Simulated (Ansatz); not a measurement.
Consider the substitution at a C–In bond: `C[CH](C)[In]([OH])[SH]` + `[OH][AlH2]` → `CC(C)[O][AlH2]` + `[OH][InH][SH]`.

Computed with Ansatz on PBE0-D4/def2-TZVP structures; ΔE is electronic, products minus reactants. CBS: MP2 limit from def2 TZ/QZ plus the TZ coupled-cluster correction, frozen cores. This one scheme is used for every species. DFT in def2-TZVPP. Elements past krypton have def2 core potentials. For In outer-core shells are correlated without core-valence functions, which leaves a few kJ/mol of doubt a bond. One conformer a species, not always the lowest.

CCSD(T)/CBS gives +52.0 kJ/mol.

Task: Another level gave +50.2 kJ/mol. Which?
A. MP2/def2-TZVPP
B. ωB97X-V/def2-TZVPP
C. CCSD(T)/def2-TZVPP
D. SCS-MP2/def2-TZVPP

Result: D. SCS-MP2/def2-TZVPP 50.2, CCSD(T)/def2-TZVPP 45.9, ωB97X-V 31.6, MP2/def2-TZVPP 59.1 kJ/mol.

Largest T1 diagnostic among the species: 0.016.

In def2-TZVPP, CCSD(T) changes the Hartree–Fock value by +29.6 kJ/mol (the triples alone add +3.6 kJ/mol) and MP2 by +42.8 kJ/mol. From PBE to PBE0 (25 % exact exchange), in def2-TZVPP and without D4, ΔE moves by −4.1 kJ/mol.
